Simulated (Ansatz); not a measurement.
```xyz
9

S    -0.6148   -1.8772   -0.4095
C    -0.1680   -0.3182    0.3726
N    -0.5110    0.8211   -0.4344
B     0.8629    1.1396   -0.4132
O     1.2276    0.0156    0.3322
H    -0.3912   -2.6446    0.6700
H    -0.5288   -0.3016    1.4036
H    -1.4211    1.1461   -0.6953
H     1.5443    2.0192   -0.8259
```

Charge 0, multiplicity 1.

(1) List the r2SCAN/def2-TZVPP orbital energies in eV (Ansatz). (Best estimate.)

Results:

(1) Ansatz gave: Occupied: -2409.35, -516.09, -385.64, -276.57, -213.78, -181.14, -157.88, -157.78, -157.62, -28.32, -23.08, -20.00, -16.24, -14.80, -12.92, -12.41, -11.59, -9.62, -9.06, -8.94, -7.82, -7.05, -6.33. Lowest empty: -0.45, -0.11, 1.08, 1.33, 1.73, 2.58, 2.95, 3.22.
